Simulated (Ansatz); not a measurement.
Geometry optimisation, RKS PBE/6-31G* (Ansatz).

Input:

```yaml
crystal:
  periodic: [false, false, false]
  atoms:
    - { symbol: Li, position_ang: [-0.87177, -1.91008, -0.75396] }
    - { symbol: O, position_ang: [-0.18004, -0.40269, -1.4262] }
    - { symbol: Si, position_ang: [0.34965, 0.7929, -0.32938] }
    - { symbol: C, position_ang: [-0.07122, -0.17755, 1.24242] }
    - { symbol: H, position_ang: [-0.04744, -0.11888, -2.33484] }
    - { symbol: H, position_ang: [-0.49005, 1.96482, -0.56049] }
    - { symbol: H, position_ang: [1.7793, 0.96965, -0.56578] }
    - { symbol: H, position_ang: [0.5145, -1.0979, 1.30971] }
    - { symbol: H, position_ang: [-1.13687, -0.42094, 1.28709] }
    - { symbol: H, position_ang: [0.15395, 0.40068, 2.13143] }
total_charge: 1
basis:
  gaussian: { orbitals: "6-31G*" }
hamiltonian:
  xc: pbe
relax:
  f_tol: 0.015
  max_steps: 40
```

Run as:

```bash
$ ansatz run input.yaml --threads 1 --pin off --max-ram 2048MiB --backend cpu --events-out ev --progress --plain --runs-dir out
```

Where does it end, and by what steps?

The forces met the threshold. After 5 steps the energy has fallen by 0.130 eV; H5 moved furthest, 0.13 Å.

| step | energy less start (eV) | largest force component (eV/Å) | accepted |
| --- | --- | --- | --- |
| 0 | 0.0000 | 1.143 | yes |
| 1 | -0.1086 | 0.674 | yes |
| 2 | -0.1273 | 0.209 | yes |
| 3 | -0.1298 | 0.069 | yes |
| 4 | -0.1302 | 0.036 | yes |
| 5 | -0.1302 | 0.009 | yes |

```xyz
10
Properties=species:S:1:pos:R:3
Li -0.872 -1.968 -0.846
O -0.184 -0.418 -1.521
Si 0.331 0.756 -0.321
C -0.073 -0.174 1.263
H -0.065 -0.152 -2.456
H -0.481 1.992 -0.505
H 1.789 1.000 -0.509
H 0.514 -1.105 1.381
H -1.154 -0.381 1.381
H 0.197 0.451 2.133
```

Whether the end is a true minimum wasn't checked by a vibrational analysis.

Time of the run: 38 s on 1 thread of Intel(R) Xeon(R) Processor @ 2.50GHz (Skylake/Cascade Lake), on a shared host, peak memory 0.16 GiB.
